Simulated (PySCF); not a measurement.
ClH₅SSi₂. Atoms are numbered in the order given.

```xyz
9

Si    -1.9557     0.3137    -0.3886
S     -0.3209    -0.8328    -1.2183
Si     1.2917     0.1777    -0.2591
Cl     1.0300     0.2195     1.7952
H     -2.3502    -0.2049     0.9502
H     -1.5540     1.7471    -0.2782
H     -3.0855     0.1622    -1.3468
H      1.3859     1.5942    -0.7027
H      2.5249    -0.5850    -0.5802
```
Charge 0, spin multiplicity 1.

Geometry optimised at PBE0-D3(BJ)/def2-SVP. The structure was generated by enumeration, and PubChem lists no compound with its InChIKey, so it may never have been made. Other conformers were not sampled.

These are PySCF with ωB97X/def2-TZVP values and carry that method's errors.

The molecule is in vacuum.

Computed frontier levels, gap, dipole moment and polarisability:
The highest occupied level is -10.12 eV and the lowest empty level comes out as 1.73 eV. The orbital gap is 11.85 eV. The dipole moment comes out as 0.93 D and the quadrupole, principal values (traceless, Buckingham form, about the centre of nuclear charge) is -5.20, -0.99, 6.19 D·Å. The mean static polarisability is 80.9 bohr³ (11.99 Å³) and the polarisability, principal values is 67.5, 81.4, 93.8 bohr³.
